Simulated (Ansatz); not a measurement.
`O=C=[N][GeH]([F])[Cl]` → `[F][Ge][Cl]` + `N=C=O` at 400 K and 1 bar (germylene formation by 1,1-elimination).

Program: Ansatz. Geometries: PBE0-D4/def2-TZVP. ΔE: electronic, gas phase. CBS: MP2 limit from def2 TZ/QZ plus the TZ coupled-cluster correction, frozen cores. This one scheme is used for every species. For Ge outer-core shells are correlated without core-valence functions, which leaves a few kJ/mol of doubt a bond. Scalar relativity is left out up to krypton. One conformer a species, not always the lowest.

```
                species  CCSD(T)/CBS energy (Eh)  H − E (kJ/mol)  S (J/(mol·K))
`O=C=[N][GeH]([F])[Cl]`              -2804.31074           100.0          406.6
          `[F][Ge][Cl]`              -2635.75718            25.5          304.4
                `N=C=O`               -168.51995            72.4          252.4
```

H − E and S are ideal-gas, rigid-rotor, harmonic terms from PBE0-D4/def2-TZVP, for one conformer and one mirror image of each species. 1 Eh = 2625.50 kJ/mol, R = 8.31446 J/(mol·K).

By hand: ΔE, ΔH, ΔS and ΔG.

ΔE = (-2635.75718) + (-168.51995) − (-2804.31074) = 0.03361 Eh = 88.2 kJ/mol. Δ(H − E) = 25.5 + 72.4 − 100.0 = -2.1, so ΔH = 86.1 kJ/mol. ΔS = 304.4 + 252.4 − 406.6 = 150.2 J/(mol·K). ΔG = 86.1 − 400 × (150.2)/1000 = 26.0 kJ/mol.

By hand: the equilibrium constant, and the temperature at which ΔG would vanish if ΔH and ΔS stayed fixed.

log₁₀ K = −ΔG/(RT ln 10) = -3.4. ΔG = 0 at ΔH/ΔS = 573 K.

The number of gas molecules changes by +1, which sets the sign of ΔS. A doubt of 5 kJ/mol in ΔE shifts log₁₀ K by 0.7 here. Other conformers and mirror images would add mixing entropy, several J/(mol·K) or more a flexible species. Modes under 60 cm⁻¹, often nearly free rotors, make the harmonic entropy too high. These are equilibria of isolated gas molecules and say nothing of rates. Largest T1 diagnostic: 0.018 (customary marks: 0.02 for closed shells, 0.045 for open ones).
